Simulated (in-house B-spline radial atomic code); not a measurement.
Relativistic effects in the bromine ion Br⁴⁺, [Ar] 3d10 4s2 4p1: non-relativistic Hartree-Fock (point nucleus) against Dirac-Hartree-Fock (Fermi nucleus of rms radius 4.1629 fm), both averages of the configuration, computed with an all-electron radial atomic-structure program (B-spline basis).

```json
{"orbital": "1s1/2", "ε NR (Eh)": "-492.09", "ε Dirac (Eh)": "-500.56", "<r> NR (bohr)": "0.04367", "<r> Dirac (bohr)": "0.04273", "change of <r> (%)": "-2.2"}
{"orbital": "2s1/2", "ε NR (Eh)": "-67.201", "ε Dirac (Eh)": "?", "<r> NR (bohr)": "0.1931", "<r> Dirac (bohr)": "?", "change of <r> (%)": "?"}
{"orbital": "2p1/2", "ε NR (Eh)": "-60.555", "ε Dirac (Eh)": "-62.204", "<r> NR (bohr)": "0.1671", "<r> Dirac (bohr)": "0.1628", "change of <r> (%)": "-2.6"}
{"orbital": "2p3/2", "ε NR (Eh)": "-60.555", "ε Dirac (Eh)": "?", "<r> NR (bohr)": "0.1671", "<r> Dirac (bohr)": "?", "change of <r> (%)": "?"}
{"orbital": "3s1/2", "ε NR (Eh)": "-11.845", "ε Dirac (Eh)": "-12.181", "<r> NR (bohr)": "0.558", "<r> Dirac (bohr)": "0.5475", "change of <r> (%)": "-1.9"}
{"orbital": "3p1/2", "ε NR (Eh)": "-9.4423", "ε Dirac (Eh)": "-9.7003", "<r> NR (bohr)": "0.566", "<r> Dirac (bohr)": "0.555", "change of <r> (%)": "-2.0"}
{"orbital": "3p3/2", "ε NR (Eh)": "-9.4423", "ε Dirac (Eh)": "-9.4344", "<r> NR (bohr)": "0.566", "<r> Dirac (bohr)": "0.5647", "change of <r> (%)": "-0.2"}
{"orbital": "3d3/2", "ε NR (Eh)": "-5.1901", "ε Dirac (Eh)": "-5.1571", "<r> NR (bohr)": "0.5795", "<r> Dirac (bohr)": "0.5791", "change of <r> (%)": "-0.1"}
{"orbital": "3d5/2", "ε NR (Eh)": "-5.1901", "ε Dirac (Eh)": "-5.1143", "<r> NR (bohr)": "0.5795", "<r> Dirac (bohr)": "0.583", "change of <r> (%)": "+0.6"}
{"orbital": "4s1/2", "ε NR (Eh)": "-2.6194", "ε Dirac (Eh)": "-2.662", "<r> NR (bohr)": "1.553", "<r> Dirac (bohr)": "1.53", "change of <r> (%)": "-1.5"}
{"orbital": "4p1/2", "ε NR (Eh)": "-2.1454", "ε Dirac (Eh)": "-2.1706", "<r> NR (bohr)": "1.718", "<r> Dirac (bohr)": "1.695", "change of <r> (%)": "-1.3"}
{"orbital": "4p3/2", "ε NR (Eh)": "-2.1454", "ε Dirac (Eh)": "-2.1425", "<r> NR (bohr)": "1.718", "<r> Dirac (bohr)": "1.716", "change of <r> (%)": "-0.1"}
```

(1) What happens to 2p3/2?

(2) What happens to 2s1/2?

(3) What explains the pattern of contraction and expansion?

(4) By how much does the total energy change?

## Answers

(1) Its energy goes to -60.442 hartree and <r> to 0.1666 bohr (-0.32 %).

(2) Its energy goes to -69.134 hartree and <r> to 0.1886 bohr (-2.29 %).

(3) Expansion is seen in 3d5/2. The s and p1/2 orbitals contract directly, screen the nucleus better, and so push out orbitals that have little density near the nucleus; spin-orbit coupling adds to this for j = l + 1/2 and opposes it for j = l - 1/2.

(4) By -32.577 hartree, from -2568.339 to -2600.916.
